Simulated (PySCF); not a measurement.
Species: C2H13OPSi3.
Structure used (PBE0-D3(BJ)/def2-SVP), in Å, numbered top down from 1:
```xyz
20
C2H13OPSi3 angstrom
C     -3.542   -0.984   -1.106
C     -2.109   -0.472   -1.224
Si    -1.551    0.605    0.217
P      0.552    1.328   -0.231
Si     1.503   -0.382    0.893
O      3.141   -0.416    0.641
Si     4.310   -0.077   -0.490
H     -3.817   -1.616   -1.966
H     -4.266   -0.155   -1.065
H     -3.685   -1.589   -0.197
H     -1.400   -1.315   -1.299
H     -1.974    0.117   -2.147
H     -2.425    1.809    0.371
H     -1.615   -0.178    1.496
H      0.629    2.252    0.856
H      0.879   -1.634    0.361
H      1.274   -0.299    2.363
H      4.214    1.347   -0.927
H      5.639   -0.321    0.137
H      4.152   -0.963   -1.683
```

Computed, not measured: core-valence-separated Tamm–Dancoff BHandHLYP/aug-pcX-1 (pcseg-1 on H, def2-SVPD on Si, def2-SVPD on P) in PySCF, non-relativistic, gas phase, PBE0-D3(BJ)/def2-SVP geometry. The energies are unshifted.

**Question.** Give energies, oscillator strengths and core holes at the O K edge.

**Answer.** 
| E (eV) | f | core hole on | main final orbital |
| --- | --- | --- | --- |
| 532.22 | 0.0044 | O6 | LUMO (59 %) |
| 533.55 | 0.0218 | O6 | spread |
| 533.68 | 0.0136 | O6 | spread |
| 533.79 | 0.0179 | O6 | spread |
| 533.98 | 0.0056 | O6 | spread |
| 534.41 | 0.0035 | O6 | spread |
| 534.55 | 0.0051 | O6 | spread |

The first line with a tenth or more of the strongest one's intensity is at 532.22 eV (f = 0.004), with the hole on O6 (siloxane oxygen). The strongest listed is at 533.55 eV (f = 0.022; O6).

**Question.** What does the C 1s absorption edge look like?

**Answer.** 
| E (eV) | f | core hole on | main final orbital |
| --- | --- | --- | --- |
| 285.37 | 0.0100 | C2 | LUMO+1 (52 %) |
| 285.42 | 0.0053 | C1 | LUMO+1 (47 %) |
| 285.94 | 0.0286 | C2 | spread |
| 286.08 | 0.0279 | C2 | spread |
| 286.18 | 0.0056 | C2 | LUMO+2 (31 %) |
| 286.23 | 0.0328 | C1 | spread |
| 286.30 | 0.0307 | C1 | spread |
| 286.54 | 0.0011 | C2 | LUMO (44 %) |
| 286.57 | 0.0048 | C1 | LUMO+2 (33 %) |
| 286.60 | 0.0010 | C2 | LUMO+3 (34 %) |
| 286.88 | 0.0014 | C2 | spread |

The first line with a tenth or more of the strongest one's intensity is at 285.37 eV (f = 0.010), with the hole on C2 (sp3 carbon bound to silicon). The strongest listed is at 286.23 eV (f = 0.033; C1).

Roots within 0.03 eV whose holes lie on the same, on equivalent or on shared atoms are summed into one line, and the highest roots are left out, as the search may have cut off their partners. Final orbitals are the ground state's empty Kohn–Sham orbitals.

**Question.** What are the wavelength and the wavenumber of the 533.68 eV line?

**Answer.** λ = 12398.42 eV Å/533.68 eV = 23.232 Å; 4.3044 × 10⁶ cm⁻¹.

Only the lowest roots of each edge were sought.

One conformer stands for the species.
